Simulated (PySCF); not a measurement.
Z-matrix (Å, degrees):
```
Hf
N 1 2.0546
H 2 1.0186 1 129.03
H 2 1.0206 3 107.46 1 175.70
N 1 2.0546 2 110.13 3 13.96
H 5 1.0187 1 128.99 2 105.17
H 5 1.0205 6 107.46 1 -175.73
N 1 2.0547 2 108.13 3 134.33
H 8 1.0187 1 129.00 2 134.44
H 8 1.0205 9 107.46 1 175.68
N 1 2.0547 2 110.15 3 -105.27
H 11 1.0187 1 129.02 2 -14.02
H 11 1.0206 12 107.44 1 -175.66
```
Charge 0, spin multiplicity 1.

### Question
What is the computed HOMO–LUMO gap, total energy, HOMO, LUMO and charge on the central atom (Mulliken) (TPSSh-D3(BJ)/def2-TZVP // r2SCAN-D4/def2-SVP (PySCF))?

### Answer

The HOMO–LUMO gap comes out as 5.82 eV and the total energy is -7404.53 eV. The HOMO comes out as -5.89 eV and the LUMO is -0.07 eV. The charge on the central atom (Mulliken) is 1.42 e.
